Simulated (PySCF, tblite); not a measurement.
Isomers of C4H9ClO2Si, one GFN2-xTB conformer each. Single-point energies are computed at PBE0/pcSseg-1 (PySCF, gas phase, no added dispersion term), electronic only.

Question: Rank them by PBE0/pcSseg-1 energy, lowest first (kJ/mol).
A. `[CH3:1][C@:2]([SiH3:3])([Cl:4])[CH2:5][C:6](=[O:7])[OH:8]` with C1–C2–C5–C6 -70°, C2–C5–C6–O7 112°, C5–C6–O8–H 179°
B. `[CH3:1][O:2][CH2:3][C:4](=[O:5])[SiH2:6][CH2:7][Cl:8]` with C1–O2–C3–C4 166°, O2–C3–C4–O5 170°, C3–C4–Si6–C7 71°, C4–Si6–C7–Cl8 174°
C. `[SiH3:1][O:2][C@:3]1([CH2:4][Cl:5])[CH2:6][CH2:7][O:8]1` with Si1–O2–C3–C4 -129°, O2–C3–C4–Cl5 -177°

Answer: A (0.0), C (57.6), B (139.0).

As drawn, the lowest has an O–H bond and a C(=O)–O unit, which the highest lacks. GFN2-xTB itself gives, in the same order: 84.3, 0.0, 248.7. GFN2-xTB puts [SiH3]O[C@]1(CCl)CCO1 lowest instead; measured from each level's own lowest isomer, the values differ by up to 109.7 kJ/mol (COCC(=O)[SiH2]CCl: 248.7 against 139.0).

Q: Which frontier levels, dipoles and rotational constants go with these structures?

A: 
| SMILES | HOMO (eV, PBE0/pcSseg-1) | LUMO (eV) | dipole (D) | A, B, C (MHz) |
| --- | --- | --- | --- | --- |
| C[C@]([SiH3])(Cl)CC(=O)O | -8.10 | -0.54 | 1.81 | 2075, 1017, 845.7 |
| [SiH3]O[C@]1(CCl)CCO1 | -7.91 | 0.37 | 1.59 | 2797, 920.0, 800.9 |
| COCC(=O)[SiH2]CCl | -6.99 | -1.55 | 4.43 | 1879, 793.3, 598.7 |

Q: What happens when harmonic zero-point energies from GFN2-xTB frequencies are added?

A: 
```tsv
SMILES	ZPE (kJ/mol)	electronic (kJ/mol)	with ZPE (kJ/mol)
C[C@]([SiH3])(Cl)CC(=O)O	317.5	0.0	0.0
[SiH3]O[C@]1(CCl)CCO1	320.1	57.6	60.3
COCC(=O)[SiH2]CCl	317.1	139.0	138.7
```

The zero-point energies span 3.0 kJ/mol. The order is unchanged.
